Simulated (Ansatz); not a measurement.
Total energies of Si8O26H20 from Ansatz at PBE0-D4/def2-SVP, gas phase (1 Eh = 27.2114 eV = 2625.5 kJ/mol). The reference geometry is relaxed at PBE-D4/def2-SVP.

Cartesian coordinates in Å:
```
Si 0.892 -0.745 -0.478
Si 0.298 0.785 -3.197
Si 1.617 -3.394 0.661
Si -1.539 3.231 0.163
Si -3.183 -1.170 -0.565
Si 1.555 0.742 2.268
Si -1.080 -2.035 1.628
Si 2.759 1.440 -1.658
O -4.829 -1.053 -0.445
O -2.556 0.241 -1.162
O -0.912 1.888 -3.353
O -2.729 -2.533 -1.376
O -2.816 -1.300 1.134
O -1.065 -1.212 3.052
O -0.610 -1.599 0.084
O -1.723 -3.554 1.765
O 0.807 -2.720 2.008
O -2.961 2.867 -0.585
O -1.665 4.728 0.864
O -0.345 3.177 -1.025
O 0.027 -0.183 -1.844
O -1.089 2.184 1.394
O 0.386 1.155 3.393
O 2.678 1.907 2.012
O 0.720 0.250 0.929
O 2.251 -0.684 2.875
O 3.117 -3.959 1.071
O 0.326 -0.220 -4.511
O 1.748 -2.239 -0.498
O 0.581 -4.666 0.377
O 1.774 1.564 -2.992
O 2.435 2.755 -0.597
O 2.412 0.066 -0.873
O 4.346 1.692 -2.059
H -5.311 -0.846 -1.263
H -1.618 0.126 -1.497
H -0.846 2.556 -2.618
H -1.764 -2.653 -1.229
H -3.575 -1.470 1.726
H -0.656 -0.320 3.183
H -1.081 -4.249 1.511
H 1.347 -2.035 2.521
H -2.988 1.927 -0.902
H -2.497 5.177 0.630
H 0.606 3.159 -0.760
H -0.680 1.350 1.049
H -0.218 1.842 3.002
H 2.673 2.267 1.085
H 2.758 -0.598 3.702
H 3.835 -3.366 0.783
H 0.009 0.201 -5.329
H 0.760 -5.215 -0.406
H 2.958 3.550 -0.818
H 4.661 1.188 -2.829
```

```tsv
state	geometry	energy (Eh)
charge 0 singlet	reference	-4280.28139
charge 1 doublet	reference	-4279.91958
charge -1 doublet	reference	-4280.24383
free Si atom (triplet)	–	-289.15194
free O atom (triplet)	–	-74.92490
free H atom (doublet)	–	-0.50029
```

Single mean-field runs in def2-SVP are fitted with def2-universal-jkfit.

(1) Work out the vertical ionisation energy to the doublet.

(2) Work out the vertical electron affinity, to the doublet.

(3) Give the fundamental gap IE − EA, the Mulliken electronegativity (IE + EA)/2 and the hardness (IE − EA)/2.

(4) What is the binding energy per atom against free atoms?

(1) E(charge 1 doublet) − E(charge 0 singlet) = -4279.91958 − (-4280.28139) = 0.36181 Eh = 9.85 eV. For comparison, −ε of the highest occupied level is 8.49 eV at this level, 1.36 eV less.

(2) E(charge 0 singlet) − E(charge -1 doublet) = -4280.28139 − (-4280.24383) = -0.03756 Eh = -1.02 eV; negative, so the extra electron isn't bound. The basis lacks diffuse functions, which makes affinities too small.

(3) From the values in Eh: IE − EA = 0.36181 − (-0.03756) = 0.39937 Eh = 10.87 eV; (IE + EA)/2 = 4.41 eV; (IE − EA)/2 = 5.43 eV. The HOMO–LUMO gap of the same run is 8.49 eV, 2.38 eV smaller than the fundamental gap.

(4) Atoms: 8 × (-289.15194) + 26 × (-74.92490) + 20 × (-0.50029) = -4271.26872 Eh. Binding: -4271.26872 − (-4280.28139) = 9.01267 Eh = 245.25 eV, or 4.54 eV for each of 54 atoms (no zero-point energy, no counterpoise term).

At PBE0-D4/def2-SVP the highest occupied level of the charge -1 doublet lies above zero (up to 2.13 eV). By energy differences it is unbound by 1.02 eV (vertical, against the charge 0 singlet, at PBE0-D4/def2-SVP) and held by the finite basis.
